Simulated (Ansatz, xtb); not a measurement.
**A geometry optimisation of GaH3Si2 with r2SCAN-D4/def2-SVP**

The starting geometry of this gas-phase singlet was built from a drawn formula by distance geometry; its bonds are those of `[SiH]#[Si][GaH2]`.

```xyz
6

Ga   -1.7530    1.3075    0.6759
Si   -1.4385    2.3559   -3.6212
Si   -1.6250    1.8951   -1.7932
H    -1.3362    2.7141   -5.0430
H    -0.3040    0.8336    1.1587
H    -2.7083    0.3575    1.2749
```

Problem. Predict what it relaxes into with r2SCAN-D4/def2-SVP.

Solution. A new bond forms, giving a structure given below by its coordinates. Distances that change by over a tenth: Si2–Si3 (1.89 → 2.13 Å). Contacts that close: Ga1–Si2 (4.43 → 2.45 Å).

The energy falls by 2.19 eV over 36 steps:

| step | E − E(last) (eV) |
| --- | --- |
| 1 | 2.195 |
| 5 | 0.807 |
| 9 | 0.689 |
| 13 | 0.687 |
| 17 | 0.685 |
| 20 | 0.672 |
| 24 | 0.571 |
| 28 | 0.350 |
| 32 | 0.029 |
| 36 | 0.000 |

Final geometry (Å):

```xyz
6

Ga   -1.5975    1.1833   -0.3831
Si   -1.5259    2.2755   -2.5768
Si   -3.2797    2.7301   -1.4546
H    -0.2598    1.8947   -3.2848
H    -0.2071    0.4878   -0.6254
H    -2.2951    0.8923    0.9768
```

From the same start GFN2-xTB reaches the same bonding as this run.

The end wasn't checked by frequencies. Run with Ansatz 0.2.0, 3.6 min on 1 thread of AMD EPYC (Zen 3), with other jobs on the host.
